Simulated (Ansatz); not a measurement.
Clusters of 3 atoms, halide: PBE0-D4/def2-SVP single points in Ansatz on relaxed structures, gas phase. Each cluster is the lowest isomer that a short search found in that spin, judged at the geometry's level, and lower ones may exist. Core potentials for Ag, Au, Cd, I, Pb, Sn, no spin–orbit coupling. HOMO and LUMO are taken over both spins. Binding counts from free atoms in the multiplicity of their measured ground term, without zero-point energy. Singlets are spin-restricted. A dash marks a value that wasn't run or was left out as unsound. The structures are stationary points that may keep the symmetry of their start. Remarks come from the PBE and PBE0 runs and from stability tests at other levels; not every state was tested. HOMO above LUMO (over both spins in singlets and doublets, within one spin in higher multiplets; at PBE or PBE0), or a gap under 0.15 eV within one spin, warns that the state may not be the lowest or that an electron is smeared out.

(1) Estimate the order by gap (eV), lowest first.
A. CuCl2 (doublet)
B. PbI2 (singlet)
C. CdCl2 (singlet)
D. Li2H⁺ (singlet)
E. Cu2Br⁺ (singlet)
F. AgF2 (doublet)
G. AgI2 (doublet)
H. SnCl2 (singlet)

(1) G (1.27), A (2.53), F (2.71), B (3.86), H (4.86), E (4.97), C (6.63), D (7.76).

In full:

| species | atoms | state | geometry | HOMO (eV) | LUMO (eV) | gap (eV) | binding per atom (eV) | point group (within 0.1 Å) | remarks |
| --- | --- | --- | --- | --- | --- | --- | --- | --- | --- |
| CuCl2 | 3 | doublet | PBE0-D4/def2-TZVP | -8.58 | -6.05 | 2.53 | 2.15 | D∞h | near-degenerate levels, HOMO above LUMO, gap within one spin near zero |
| Cu2Br⁺ | 3 | singlet | PBE0-D4/def2-TZVP | -12.07 | -7.10 | 4.97 | – | C2v | – |
| Li2H⁺ | 3 | singlet | PBE0-D4/def2-TZVP | -12.19 | -4.43 | 7.76 | – | D∞h | – |
| HAu2⁺ | 3 | singlet | PBE-D4/def2-TZVP | -14.16 | -9.19 | 4.98 | – | – | – |
| AgI2 | 3 | doublet | PBE0-D4/def2-TZVP | -7.38 | -6.10 | 1.27 | 1.32 | D∞h | HOMO above LUMO, gap within one spin near zero |
| SnCl2 | 3 | singlet | r2SCAN-D4/def2-TZVP | -7.86 | -3.00 | 4.86 | 2.66 | C2v | – |
| CdCl2 | 3 | singlet | r2SCAN-D4/def2-TZVP | -8.66 | -2.02 | 6.63 | 1.96 | D∞h | – |
| PbI2 | 3 | singlet | PBE0-D4/def2-SVP | -7.18 | -3.32 | 3.86 | 2.02 | C2v | – |
| AgF2 | 3 | doublet | PBE-D4/def2-TZVP | -9.35 | -6.64 | 2.71 | 1.74 | D∞h | near-degenerate levels, gap within one spin near zero |

The gap (eV) runs from 1.27 (AgI2) to 7.76 (Li2H⁺).
